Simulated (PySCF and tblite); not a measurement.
The numbers below are computed, except where a source is named.
Stationary points of C6H7NO2 at PBE0-D3(BJ)/def2-SVP, in Å:

Structure A

```
 1 C    -0.953   -1.601    0.700
 2 C    -0.695   -0.207    0.233
 3 C    -1.635    0.848    0.163
 4 C    -0.982    1.972   -0.325
 5 N     0.306    1.639   -0.551
 6 C     0.514    0.324   -0.223
 7 C     1.849   -0.216   -0.401
 8 O     2.787    0.430   -0.820
 9 O     1.959   -1.508   -0.056
10 H    -2.003   -1.720    1.002
11 H    -0.734   -2.337   -0.088
12 H    -0.315   -1.862    1.558
13 H    -2.686    0.792    0.443
14 H    -1.355    2.974   -0.522
15 H     1.050    2.227   -0.907
16 H     2.884   -1.746   -0.218
```

Structure B

```
 1 C    -1.039   -1.605    0.763
 2 C    -0.735   -0.226    0.285
 3 C    -1.617    0.879    0.238
 4 C    -0.916    1.962   -0.272
 5 N     0.346    1.565   -0.535
 6 C     0.488    0.237   -0.207
 7 C     1.753   -0.410   -0.403
 8 O     2.782    0.183   -0.876
 9 O     2.040   -1.624   -0.149
10 H    -1.887   -2.034    0.207
11 H    -0.171   -2.263    0.639
12 H    -1.320   -1.597    1.827
13 H    -2.661    0.885    0.545
14 H    -1.241    2.983   -0.461
15 H     1.100    2.123   -0.915
16 H     3.094   -1.042   -0.627
```

Structure C

```
 1 C    -1.154   -1.639    0.709
 2 C    -0.782   -0.276    0.231
 3 C    -1.645    0.837    0.075
 4 C    -0.889    1.899   -0.391
 5 N     0.390    1.481   -0.524
 6 C     0.487    0.161   -0.152
 7 C     1.757   -0.546   -0.197
 8 O     2.756    0.256   -0.635
 9 O     1.952   -1.700    0.104
10 H    -1.587   -1.595    1.721
11 H    -1.914   -2.091    0.052
12 H    -0.277   -2.297    0.732
13 H    -2.714    0.858    0.283
14 H    -1.181    2.919   -0.635
15 H     1.178    2.027   -0.843
16 H     3.555   -0.290   -0.633
```

Level: PBE0/pcSseg-1 + D3(BJ) on PBE0-D3(BJ)/def2-SVP stationary points, with GFN2-xTB thermal terms.

Question: Which structure is a saddle point, and along which motion?

Answer: B: one imaginary mode (1758i cm⁻¹ at GFN2-xTB, mostly on H16), along the shift of hydrogen on O9 from O9 to O8.

Question: Give their symmetry and energies above the lowest.

Answer: A Cs, 0.0 kcal/mol; B Cs, 31.6 kcal/mol; C Cs, 0.8 kcal/mol.

Tunnelling of the moving H, left out here, will speed the real process. In real samples such hydrogens mostly exchange between molecules or through solvent, far faster than by this path.
